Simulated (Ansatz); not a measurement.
C2H7GaO2, SMILES `C[CH2][Ga]([OH])[OH]`, 12 atoms. The species carries charge 0 and has multiplicity 1. Correlated methods include outer-core shells of Ga, which these sets cover unevenly. Scalar relativity is left out up to krypton. All runs use 4 threads of a server CPU on a shared host. Correlated methods freeze the cores.

**Question.** Give the basis size and wall time and peak host memory of each of these runs in Ansatz. RKS PBE0-D4/def2-TZVP frequencies; RHF-MP2/def2-QZVPP energy; RHF-CCSD(T)/def2-TZVPP energy; RKS PBE0-D4/def2-SVP energy; RKS ωB97M-V/def2-SVP energy; RKS ωB97M-V/def2-QZVPP energy; RKS PBE0-D4/def2-QZVPP energy; RKS PBE0-D4/def2-TZVP relaxation (47 steps); RKS PBE0-D4/def2-TZVPP energy; RKS BHLYP-D4/def2-TZVPP energy; RHF-CCSD(T)/def2-SVP energy; RKS PBE-D4/def2-TZVPP energy and forces. (Estimate.)

**Answer.** Ansatz gave: Other jobs shared the machine, so times are rough.

| level | job | functions | wall time | peak host memory (GiB) |
| --- | --- | --- | --- | --- |
| RKS PBE0-D4/def2-SVP | energy | 123 | 1.5 s | 0.29 |
| RKS PBE-D4/def2-TZVPP | energy and forces | 270 | 3 s | 0.38 |
| RKS BHLYP-D4/def2-TZVPP | energy | 270 | 3.5 s | 0.81 |
| RKS PBE0-D4/def2-TZVPP | energy | 270 | 3.8 s | 0.77 |
| RKS ωB97M-V/def2-SVP | energy | 123 | 4.2 s | 0.44 |
| RKS PBE0-D4/def2-QZVPP | energy | 527 | 9.5 s | 2.1 |
| RHF-CCSD(T)/def2-SVP | energy | 123 | 10 s | 0.78 |
| RKS ωB97M-V/def2-QZVPP | energy | 527 | 19 s | 2.6 |
| RHF-MP2/def2-QZVPP | energy | 527 | 27 s | 3.7 |
| RKS PBE0-D4/def2-TZVP | relaxation (47 steps) | 214 | 2.6 min | 0.66 |
| RKS PBE0-D4/def2-TZVP | frequencies | 214 | 3.1 min | 0.64 |
| RHF-CCSD(T)/def2-TZVPP | energy | 270 | 4.2 min | 7.5 |
